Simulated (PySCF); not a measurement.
## Dy³²⁺: ionisation energy

Dy³²⁺ [Ar] 3d10 4s2 4p4 (3P) → Dy³³⁺ [Ar] 3d10 4s2 4p3 (4S), as a difference of total energies. All numbers are calculated (PySCF 2.14, the spin-free X2C one-electron Hamiltonian (Gaussian nucleus), in an uncontracted even-tempered set (19 s from 2.5 bohr⁻², ratio 2.5; 14 p from 3.2 bohr⁻², ratio 2.5; 8 d from 5.7 bohr⁻², ratio 2.5; 5 f from 19 bohr⁻², ratio 2.7; 4 g from 29 bohr⁻², ratio 2.7)). Correlated levels: outer shells: [Ne] frozen; virtual orbitals above 40 to 60 times the deepest correlated orbital energy dropped. The calculations carry no spin-orbit coupling.

```json
{"method": "UHF", "ionisation energy (eV)": "1333.6"}
{"method": "LDA", "ionisation energy (eV)": "1336.9"}
{"method": "PBE", "ionisation energy (eV)": "1336.3"}
{"method": "PBE0", "ionisation energy (eV)": "1336.1"}
{"method": "r2SCAN", "ionisation energy (eV)": "1335.9"}
{"method": "PW91", "ionisation energy (eV)": "1336.8"}
{"method": "TPSS", "ionisation energy (eV)": "1336.1"}
{"method": "MP2 (outer shells)", "ionisation energy (eV)": "1335.0"}
{"method": "SCS-MP2 (outer shells)", "ionisation energy (eV)": "1335.0"}
```

Spin-orbit coupling is strong in these open shells (close to jj coupling). The scalar numbers leave it out and a first-order estimate fails, so it can dominate the gap to the real levels.

Breit and QED terms and the two-electron picture change are absent.

For comparison: 1325 ± 4 eV (theoretical estimate listed by NIST; NIST Atomic Spectra Database, ionization energies).
